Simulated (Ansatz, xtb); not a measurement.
**Two isomers of C3H9OSi**

Structure I is `CC(C)[SiH]O`, a doublet and structure II is `CCC[SiH]O`, a doublet. Both are isolated molecules in the gas phase, relaxed with B3LYP/6-31G*; each stands in its lowest conformer found.

Energies in hartree; the thermal terms are from B3LYP/6-31G* harmonic frequencies (ideal gas, rigid rotor, one conformer each, 298.15 K, 1 atm) and include the zero-point energy:

|  | I | II |
| --- | --- | --- |
| E, CCSD(T)/def2-SVP | −483.193288 | −483.194630 |
| E, MP2/def2-SVP | −483.111934 | −483.113128 |
| E, MP2/def2-TZVPP | −483.615878 | −483.617096 |
| zero-point energy | 0.115786 | 0.116135 |
| H(298 K) − E | 0.124495 | 0.124756 |
| G(298 K) − E | 0.083596 | 0.083582 |

Problem. Correct the CCSD(T) difference for the basis set by the MP2 change, then work out ΔE, ΔE₀, ΔH and ΔG for I → II in kJ/mol (1 Eh = 2625.50 kJ/mol) and the equilibrium ratio [II]/[I].

Solution. 1. Differences II − I: CCSD(T) −0.001342, MP2 in the small set −0.001194, MP2 in the large set −0.001218 Eh.
2. ΔE = −0.001342 + (−0.001218 − (−0.001194)) = −0.001366 Eh = −3.59 kJ/mol.
3. ΔE₀ = ΔE + ΔZPE = −0.001366 + (+0.000349) Eh = −2.67 kJ/mol.
4. ΔH = ΔE + (+0.000261) Eh = −2.90 kJ/mol.
5. ΔG = ΔE + (−0.000014) Eh = −3.62 kJ/mol, so ΔS = (ΔH − ΔG)/T = +2.4 J/(mol K).
6. kT = 0.9442 mEh, so K = [II]/[I] = exp(−ΔG/kT) = exp(+1.46) ≈ 4.3.

The two are too close for this level to say which is favoured. An error of 4 kJ/mol in ΔG would change K by a factor of 5. Mirror images and further conformers aren't counted.

As drawn, both hold the same kinds of bond in the same numbers. Structure I has 2 methyl groups, II 1.

Other levels gave ΔE = +0.2 (GFN2-xTB); −7.2 (HF/STO-3G, GFN2-xTB geometries); −3.5 (r2SCAN-D4/def2-SVP, GFN2-xTB geometries); −6.0 (B3LYP/6-31G*); −8.5 (HF/def2-SVP); −3.1 (MP2/def2-SVP); −3.5 (CCSD(T)/def2-SVP) kJ/mol. Open shells are spin-unrestricted. The correlated steps freeze 9 core orbitals. Programs: Ansatz 0.2.0, xtb 6.7.1.
